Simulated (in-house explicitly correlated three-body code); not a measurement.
Computed with an exponentially correlated three-body code. Model: two electrons around a point charge, non-relativistic, variational in 260 exponentially correlated functions (energies converged to about 1e-7 hartree, or 1e-8 relative for large Z).

Command:
```bash
python run_hyl.py task.json out
```
Settings (lengths in bohr, energies in hartree):
```
Z                      14
screening              2.8
interaction_strength   1
functions              260
states_tried           13
```

Run time, properties included: 2.1 min on 1 thread of Arm Neoverse N1, on a shared host.

**Those bound S and P states to n = 4 that converged, binding against the one-electron ion.**

Given: nuclear charge 14; Yukawa screening of all interactions 2.8 1/bohr.

Computed: one-electron threshold -64.0544682 hartree.

| term | energy (hartree) | binding (eV) |
| --- | --- | --- |
| 1 1S | -122.031181 | 1577.6 |
| 2 3S | ? | ? |
| 2 1S | -65.6326932 | 42.946 |
| 2 3P | -64.243313 | 5.1387 |

What belongs in the row 2 3S?

energy (hartree): -65.8785475; binding (eV): 49.636.

**Converged states only, values per electron or pair (inverse distances are <exp(-kr)/r>).**

```tsv
term	mean r (bohr)	mean r squared (bohr²)	mean inverse r (1/bohr)	mean r12 (bohr)	mean inverse r12 (1/bohr)	mean cosine	mean p1 dot p2 (bohr⁻²)	delta r1 (bohr⁻³)	delta r12 (bohr⁻³)
1 1S	0.11387	0.017486	10.933	0.16743	5.9305	-0.0091159	1.5879	791.17	87.767
2 3S	0.38484	0.27695	6.047	0.672	0.51458	-0.0015079	0.035743	436.35	-
2 1S	?	?	?	?	?	?	?	?	?
2 3P	0.48089	0.56251	5.898	0.86429	0.50483	-0.023858	-3.9091	414.68	-
```

What belongs in the row 2 1S?

mean r (bohr): 0.40197; mean r squared (bohr²): 0.30692; mean inverse r (1/bohr): 6.0188; mean r12 (bohr): 0.70282; mean inverse r12 (1/bohr): 0.70332; mean cosine: -0.0021786; mean p1 dot p2 (bohr⁻²): 0.063185; delta r1 (bohr⁻³): 434.5; delta r12 (bohr⁻³): 7.0864.

**Electric-dipole lines between converged S and P states, rate of the upper state's decay.**

```tsv
s state	p state	p minus s (eV)	oscillator strength from s	rate (1/s)
2 3S	2 3P	44.497	0.5039	1.4431e+10
```

**Static dipole response.**

```csv
state,polarisability (bohr³)
1 1S,0.0003076
2 1S,0.24179
```
